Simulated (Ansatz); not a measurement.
Ansatz (a program for electronic structure) input:

Ansatz 0.2 input:
```yaml
crystal:
  periodic: [false, false, false]
  atoms:
    - {symbol: Hg, position_ang: [-0.00000000, -0.00000000, -1.03539580]}
    - {symbol: I, position_ang: [0.00000000, 0.00000000, 1.56286159]}
basis:
  gaussian:
    orbitals: def2-TZVP
hamiltonian:
  xc: b3lyp
  dispersion: d3bj
total_charge: 1
phonons: {temperatures: {t_min: 298.15, t_max: 298.15, t_step: 100}}
```

Question: Predict the final energy.

Answer: -451.05518 Eh (B3LYP-D3(BJ)/def2-TZVP). The basis has 93 functions. The run takes about 25 core-seconds (a rough figure).
